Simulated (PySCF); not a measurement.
A run for PySCF: R-M06-2X/6-31G* on C4H8O2 (SMILES C1COCCO1).

```python
from pyscf import gto, scf, dft, mp
from pyscf.data.elements import chemcore

mol = gto.M(
    atom='''
    C    -0.96820604    1.03243531   -0.35754431
    C    -1.22612863   -0.45439257   -0.11693707
    O    -0.20487794   -1.23154812   -0.71289779
    C     1.08350640   -0.96588253   -0.15570215
    C     1.13457612    0.40154811    0.52444285
    O     0.41838304    1.35481167   -0.23744131
    H    -1.25721393    1.30739223   -1.37318935
    H    -1.55724024    1.63351885    0.34810591
    H    -2.16533495   -0.75255567   -0.58262201
    H    -1.30517624   -0.67400718    0.95557853
    H     1.35251274   -1.75166401    0.56290473
    H     1.78781369   -1.00117082   -0.98838761
    H     2.16473015    0.75219473    0.58531438
    H     0.74265584    0.34931999    1.54837519
    ''',
    basis='6-31g*',
    cart=True,
    charge=0, spin=0, verbose=3, max_memory=1800)
mf = dft.RKS(mol, xc='m062x')
mf.conv_tol = 1e-8
mf.max_cycle = 100
mf.kernel()
if not mf.converged:
    mf = mf.newton().run(mf.mo_coeff, mf.mo_occ)
```

It printed:

```
converged SCF energy = -307.511163726214
```

The run converged.

Cost: very roughly 18 core-seconds.
